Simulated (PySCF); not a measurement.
Compound: C4H4O3S.
SMILES with atom numbers: `[CH3:1][S:2](=[O:3])(=[O:4])[c:5]1[cH:6][c:7]1=[O:8]` (hydrogens: H9, H10, H11 on C1; H12 on C6)

Cartesian coordinates in Å at the GFN2-xTB level; atoms count from 1:
```xyz
12
C4H4O3S angstrom
C     -1.7303   -0.1960   -0.6576
S     -0.7386    0.6625    0.5809
O     -1.0964    0.2168    1.8951
O     -0.7114    2.0678    0.3018
C      0.9060    0.0229    0.2451
C      2.2012    0.1207    0.6223
C      1.8854   -0.8091   -0.4131
O      2.1551   -1.6363   -1.2185
H     -1.3487    0.0705   -1.6349
H     -2.7586    0.1284   -0.5499
H     -1.6464   -1.2599   -0.4771
H      2.8839    0.6108    1.2800
```

Theory: TDDFT wB97X-D/def2-SVPD, vertical, gas phase, core orbitals frozen in the response (PySCF).

Frontier orbitals with the atoms that hold most of them (Löwdin shares over 4%, at most four atoms; ? is withheld):

| orbital | ε (eV) | atoms |
| --- | --- | --- |
| LUMO+2 | 2.03 | C7 32%, O8 26%, C6 14%, S2 9% |
| LUMO+1 | 1.50 | S2 30%, C7 13%, C6 12%, C5 9% |
| LUMO | -0.41 | C5 38%, C6 34%, C7 7%, S2 5% |
| HOMO | ? | ? |
| HOMO-1 | -11.02 | ? |
| HOMO-2 | -11.60 | O3 26%, O4 24%, C1 16%, S2 14% |
| HOMO-3 | -11.62 | O4 38%, O3 36%, S2 6%, O8 6% |

(1) Which atoms hold the HOMO, and with what shares?

(2) Which atoms hold the HOMO-1, and with what shares?

(3) What is the HOMO energy, and the HOMO–LUMO gap?

Answers

(1) O8 (bonded to C) 45%; C7 (bonded to 2 C and O) 14%; C5 (bonded to 2 C and S) 13%; C6 (bonded to 2 C and H) 12%. By element: oxygen 45% or more, carbon 38% or more.

(2) O8 (bonded to C) 25%; O3 (bonded to S) 17%; O4 (bonded to S) 16%; C6 (bonded to 2 C and H) 16%. By element: oxygen 58%, carbon 16% or more.

(3) ε(HOMO) = -9.55 eV; the gap is 9.15 eV (0.3361 hartree).

Q: How does S1 compare with the orbital gap of 9.15 eV?

A: S1 is at 4.07 eV (f = 0.0000), 5.07 eV below the gap, made of HOMO→LUMO (98%). 

Q: Give energy, strength and leading configuration of S1, S3 and S6, and follow the Löwdin shares of the leading atoms from the occupied to the empty orbital.

A: 
- S1 (4.07 eV, f 0.0000), HOMO→LUMO (98%): O8 45% → at most 5%, C7 14% → 7%, C5 13% → 38%, C6 12% → 34%
- S3 (6.24 eV, f 0.080), HOMO-1→LUMO (90%): O8 25% → at most 5%, O3 17% → at most 5%, C5 at most 17% → 38%, C6 16% → 34%
- S6 (6.78 eV, f 0.027), HOMO→LUMO+1 (72%): O8 45% → at most 10%, C7 14% → 13%, S2 at most 12% → 30%

Löwdin shares depend on the basis, the more so with diffuse functions.

One conformer stands for the species.
